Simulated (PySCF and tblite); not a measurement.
Results of a calculation; reference values are marked as such.
System: C7H14NO (charge +1), numbered as in [CH3:1][O:2][C@@H:3]1[NH2+:4][CH2:5][C@H:6]1[CH:7]1[CH2:8][CH2:9]1.

Motion: shift of H on N4 from N4 to O2. GFN2-xTB gives an electronic barrier of 31.2 kcal/mol and a reaction energy of 18.7 kcal/mol.

Tunnelling of the moving H, left out here, will speed the real process. In real samples such hydrogens mostly exchange between molecules or through solvent, far faster than by this path. DFT energies on a tight-binding saddle of a bond shift can be off by several kcal/mol. The ion is treated without a counter-ion.

PBE0/pcSseg-1 + D3(BJ) on GFN2-xTB geometries gives 36.6 kcal/mol and k(298 K) = 2.2×10⁻¹² s⁻¹.

Q: What does PBE0/pcseg-1 + D3(BJ) give on GFN2-xTB geometries?

A: A barrier of 36.9 kcal/mol, 0.3 above the first DFT barrier (from unrounded values), a reaction energy of 18.5 kcal/mol and, with GFN2-xTB thermal terms, ΔG‡(298 K) = 33.6 kcal/mol and k = 1.3×10⁻¹² s⁻¹ (1 equivalent path).

Programs: tblite and PySCF.
